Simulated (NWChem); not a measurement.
# C$_{2}$H$_{3}$F$_{3}$Si; SMILES F/C=C(/F)[SiH2]F

```xyz
9

F     -1.3441    -1.8224     0.1017
C     -0.0302    -1.6843     0.1996
C      0.5669    -0.5100    -0.0309
F      1.9048    -0.4663     0.1048
Si    -0.2765     1.0872    -0.5379
F     -0.4295     2.0636     0.7521
H      0.5035    -2.5977     0.4816
H     -1.6304     0.7928    -1.0665
H      0.5961     1.7755    -1.5231
```
Atoms are numbered in this order, from 1.

Computed with NWChem. Structure relaxed at the PBE0/def2-SVP level. Ions are spin-unrestricted doublets at the neutral geometry; other ion states weren't tried.

```json
[
 {"level": "B3LYP/def2-SVP", "vertical ionisation energy, ΔSCF (eV)": "10.17", "−ε(HOMO) (eV)": "7.44", "ΔSCF minus −ε(HOMO) (eV)": "2.73"},
 {"level": "PBE/def2-SVP", "vertical ionisation energy, ΔSCF (eV)": "9.90", "−ε(HOMO) (eV)": "6.31", "ΔSCF minus −ε(HOMO) (eV)": "3.59"},
 {"level": "M06-2X/def2-SVP", "vertical ionisation energy, ΔSCF (eV)": "10.38", "−ε(HOMO) (eV)": "9.05", "ΔSCF minus −ε(HOMO) (eV)": "1.33"},
 {"level": "Hartree-Fock/def2-SVP", "vertical ionisation energy, ΔSCF (eV)": "9.51", "−ε(HOMO) (eV)": "10.82", "ΔSCF minus −ε(HOMO) (eV)": "-1.31"},
 {"level": "r2SCAN/def2-SVP", "vertical ionisation energy, ΔSCF (eV)": "…", "−ε(HOMO) (eV)": "…", "ΔSCF minus −ε(HOMO) (eV)": "…"}
]
```

Problem. Some entries are withheld; supply them.

Solution. 
- r2SCAN/def2-SVP, vertical ionisation energy, ΔSCF (eV): 10.07
- r2SCAN/def2-SVP, −ε(HOMO) (eV): 6.68
- r2SCAN/def2-SVP, ΔSCF minus −ε(HOMO) (eV): 3.39
